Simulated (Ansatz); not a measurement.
GeH2 (SMILES [GeH2]) moved off its minimum; all values from Ansatz (a program for electronic structure), cores frozen in correlated methods.
(charge 0, multiplicity 1)
```xyz
3

Ge    -0.17274     0.03026     0.05594
H     -0.05412    -1.27118    -1.13564
H     -0.07667     1.05204    -0.98862
```

Problem. Give the forces (eV/Å), the total energy and the dipole at CCSD(T)/aug-cc-pVTZ.

Solution. 
```csv
atom,Fx,Fy,Fz
Ge1,-0.056,-2.878,0.699
H2,-0.106,1.185,1.062
H3,0.162,1.693,-1.761
```
Energy -2076.6386 hartree, dipole 0.64 D.

Doubts at one or more of the structures used: a restricted determinant that unrestricted orbitals would lower (CCSD(T)/aug-cc-pVTZ).
